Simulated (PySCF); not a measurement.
A run for PySCF: D3(BJ) and D4 dispersion corrections on NH3 (SMILES N).

```python
from pyscf import gto
from pyscf.dispersion import dftd3, dftd4

mol = gto.M(
    atom='''
    N    -0.08041426    0.07487242    3.46588478
    H    -0.90296206   -0.51534139    3.40895810
    H     0.61923088   -0.42665791    4.00085435
    H    -0.33352035    0.90198183    3.99415276
    ''',
    basis='def2-svp',
    charge=0, spin=0, verbose=0, max_memory=1800)
d3, d4 = {}, {}
for xc in ['hf', 'pbe', 'blyp', 'revpbe', 'tpss', 'r2scan', 'b3lyp', 'pbe0', 'bhlyp', 'camb3lyp', 'b2plyp']:
    d3[xc] = float(dftd3.DFTD3Dispersion(mol, xc=xc, version='d3bj', atm=False).get_dispersion()['energy'])
    print(f'D3(BJ) {xc:10s} {d3[xc]:14.8f} Eh')
for xc in ['hf', 'pbe', 'blyp', 'revpbe', 'tpss', 'r2scan', 'b3lyp', 'pbe0', 'bhlyp', 'camb3lyp', 'b2plyp']:
    d4[xc] = float(dftd4.DFTD4Dispersion(mol, xc={'camb3lyp': 'cam-b3lyp'}.get(xc, xc), atm=True).get_dispersion()['energy'])
    print(f'D4     {xc:10s} {d4[xc]:14.8f} Eh')
```

The log:

```
D3(BJ) hf            -0.00933277 Eh
D3(BJ) pbe           -0.00076281 Eh
D3(BJ) blyp          -0.00152754 Eh
D3(BJ) revpbe        -0.00224831 Eh
D3(BJ) tpss          -0.00089328 Eh
D3(BJ) r2scan        -0.00018048 Eh
D3(BJ) b3lyp         -0.00121915 Eh
D3(BJ) pbe0          -0.00058854 Eh
D3(BJ) bhlyp         -0.00087084 Eh
D3(BJ) camb3lyp      -0.00045230 Eh
D3(BJ) b2plyp        -0.00049863 Eh
D4     hf            -0.00208238 Eh
D4     pbe           -0.00041805 Eh
D4     blyp          -0.00100853 Eh
D4     revpbe        -0.00199975 Eh
D4     tpss          -0.00057037 Eh
D4     r2scan        -0.00009968 Eh
D4     b3lyp         -0.00066359 Eh
D4     pbe0          -0.00033494 Eh
D4     bhlyp         -0.00039316 Eh
D4     camb3lyp      -0.00032058 Eh
D4     b2plyp        -0.00028582 Eh
```

The run finished.

Cost: about 0.010 core-seconds (a rough figure).
